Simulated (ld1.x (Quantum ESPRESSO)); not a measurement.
**An all-electron radial function and its pseudo partner (tungsten)**

Columns: radius, all-electron u(r) and pseudo u(r) of the 5d shell (level -5.25 eV) of tungsten in the configuration [Xe] 4f14 5d4 6s1.5 6p0.5; PBEsol, scalar-relativistic, TM scheme, ld1.x (Quantum ESPRESSO) 7.5.

```tsv
r (bohr)	all-electron	pseudo
0.179	0.1031	0.0067
0.358	-0.3203	0.0497
0.537	-0.1759	0.1487
0.716	0.1565	0.2964
0.895	0.4362	0.4630
1.074	0.6167	0.6102
1.253	0.7116	0.7101
1.432	0.7461	0.7547
1.611	0.7415	0.7531
1.790	0.7137	0.7221
1.969	0.6731	0.6770
2.148	0.6264	0.6274
2.327	0.5777	0.5778
2.506	0.5295	0.5295
2.685	0.4830	0.4830
2.864	0.4390	0.4390
3.043	0.3980	0.3980
3.222	0.3599	0.3599
3.401	0.3249	0.3249
3.580	0.2928	0.2928
3.759	0.2635	0.2635
3.938	0.2368	0.2368
4.117	0.2126	0.2126
4.296	0.1907	0.1907
4.475	0.1710	0.1710
4.654	0.1531	0.1531
```

(1) How many radial nodes do the two functions have?

(2) At about which radius was the pseudo-wave matched?

(3) Is the pseudo-wave norm-conserving?

Results:

(1) The all-electron 5d function has n − l − 1 = 2; the pseudo-wave has 0, since the states of the same l below it are removed with the core.

(2) 2.60 bohr. The columns agree to 0.0005 from 2.33 bohr on; several derivatives are matched, so the curves merge somewhat inside the radius.

(3) Yes: the TM scheme keeps the norm inside the radius equal to the all-electron one, which fixes the energy derivative of the logarithmic derivative at the level.
